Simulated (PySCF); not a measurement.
# Spin-rotation constants: `Cl[B@H-]([NH2+]C)N`, CH₈BClN₂

Geometry (Å), atoms numbered from 1 in this order:
```xyz
13

C     1.4009   -0.4093    0.2068
N     0.4477    0.5426   -0.3668
B    -1.0895    0.3553    0.1959
N    -1.5461   -0.9896   -0.1991
Cl   -1.9438    1.8040   -0.6729
H     2.3907   -0.3328   -0.2649
H     1.4871   -0.2173    1.2839
H     0.9783   -1.4127    0.0657
H     0.7179    1.5137   -0.2007
H     0.3941    0.4386   -1.3833
H    -1.0119    0.5402    1.4009
H    -2.1059   -1.4555    0.5059
H    -2.0547   -1.0277   -1.0780
```

Computed, not measured: GIAO B3LYP/pcSseg-0 magnetisability, rotational g tensor and spin-rotation constants, non-relativistic, gas phase in PySCF 2.14.0. Geometry: PBE0-D3(BJ)/def2-SVP.

Problem. Give the nuclear spin-rotation constants along the inertial axes (H = +C I·J) beside the isotropic shieldings.

Solution. Rotational constants 6.1678, 2.2993, 1.7982 GHz. A star marks the isotopologue with that one atom substituted, in its own axes.
| atom | isotope | Caa (kHz) | Cbb (kHz) | Ccc (kHz) | mean (kHz) | σ (ppm) |
| --- | --- | --- | --- | --- | --- | --- |
| N2 | 14N | 0.346 | 0.129 | 0.106 | 0.194 | 194.3 |
| B3 | 11B | 1.080 | 0.455 | 0.366 | 0.634 | 103.6 |
| N4 | 14N | 0.277 | 0.106 | 0.059 | 0.147 | 232.4 |
| Cl5 | 35Cl | 0.543 | 0.242 | 0.299 | 0.361 | 943.1 |
| H6 | 1H | -0.447 | -0.135 | -0.148 | -0.243 | 30.4 |
| H7 | 1H | -0.737 | -0.265 | 0.042 | -0.320 | 30.4 |
| H8 | 1H | -0.678 | 0.039 | -0.170 | -0.270 | 29.2 |
| H9 | 1H | -0.784 | -0.023 | -0.218 | -0.342 | 31.0 |
| H10 | 1H | -0.878 | -0.330 | 0.030 | -0.393 | 31.6 |
| H11 | 1H | -0.537 | -0.194 | 0.061 | -0.224 | 28.6 |
| H12 | 1H | -0.829 | -0.085 | -0.142 | -0.352 | 32.3 |
| H13 | 1H | -0.633 | -0.279 | -0.086 | -0.333 | 33.5 |
| C1 | 13C* | 0.791 | 0.392 | 0.302 | 0.495 | 156.7 |

For the geometry as given, no vibrational averaging.
